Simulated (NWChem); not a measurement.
Species: C$_{3}$H$_{5}$FSi; SMILES C#C[Si@H](C)F

```xyz
10

C      0.0246     2.5770    -0.1891
C     -0.0327     1.3842     0.0327
Si    -0.0782    -0.4077     0.3852
C      1.4387    -1.2592    -0.2972
F     -1.4017    -1.0244    -0.3139
H      0.0663     3.6260    -0.3855
H     -0.2129    -0.6060     1.8500
H      1.5246    -1.1052    -1.3783
H      2.3458    -0.8623     0.1740
H      1.4027    -2.3379    -0.1071
```
Atoms are numbered in this order, from 1.

Program: NWChem. All runs use the structure optimised with B3LYP/6-31G* (spherical d).

For level PBE/def2-SVP:

| Quantity | Value |
|---|---|
| highest occupied level (eV) | -6.99 |

### Question
What are these values for level BLYP/def2-SVP?

### Answer
| Quantity | Result |
|---|---|
| highest occupied level (eV) | -6.78 |
